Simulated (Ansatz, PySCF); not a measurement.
This PySCF input computes a B3LYP/def2-TZVPD energy:

```python
from pyscf import gto, scf, dft

mol = gto.M(
    atom='''
    Si   -0.06649161    0.07389832   -0.35075543
    C     1.39093601   -1.05817647   -0.10804809
    C    -1.57766350   -0.49942914    0.57241876
    F     0.33538231    1.53770493    0.20049067
    H    -0.36669301    0.23569280   -1.79326502
    H     1.17227444   -2.05324066   -0.50385585
    H     2.27447544   -0.67845801   -0.62450024
    H     1.63530891   -1.16334501    0.95121558
    H    -2.40456088    0.20222630    0.44803552
    H    -1.90543890   -1.47395602    0.20162224
    H    -1.37255940   -0.59720655    1.64068369
    ''',
    basis='def2-tzvpd',
    charge=0,
    spin=0,
    verbose=4,
)

mf = dft.RKS(mol, xc='b3lyp').density_fit(auxbasis='def2-universal-jkfit')
mf.grids.level = 3
mf.conv_tol = 1e-9
mf.max_cycle = 100
mf.max_memory = 1500
mf.kernel()
if not mf.converged:
    mf = mf.newton()
    mf.kernel(mf.make_rdm1())
mf.analyze()
```

Problem. Write an input for the same energy in Ansatz (a quantum-chemistry and plane-wave program) and say what it gives.

Solution. 
Ansatz 0.2 input:
```yaml
crystal:
  periodic: [false, false, false]
  atoms:
    - {symbol: Si, position_ang: [-0.06649161, 0.07389832, -0.35075543]}
    - {symbol: C, position_ang: [1.39093601, -1.05817647, -0.10804809]}
    - {symbol: C, position_ang: [-1.57766350, -0.49942914, 0.57241876]}
    - {symbol: F, position_ang: [0.33538231, 1.53770493, 0.20049067]}
    - {symbol: H, position_ang: [-0.36669301, 0.23569280, -1.79326502]}
    - {symbol: H, position_ang: [1.17227444, -2.05324066, -0.50385585]}
    - {symbol: H, position_ang: [2.27447544, -0.67845801, -0.62450024]}
    - {symbol: H, position_ang: [1.63530891, -1.16334501, 0.95121558]}
    - {symbol: H, position_ang: [-2.40456088, 0.20222630, 0.44803552]}
    - {symbol: H, position_ang: [-1.90543890, -1.47395602, 0.20162224]}
    - {symbol: H, position_ang: [-1.37255940, -0.59720655, 1.64068369]}
basis:
  gaussian:
    orbitals: def2-TZVPD
hamiltonian:
  xc: {name: B3LYP}
output: {forces: true}
```
It gives -469.96660 Eh, and PySCF -469.96671 Eh, a difference of 0.11 mEh, from the treatment of integrals and grids.
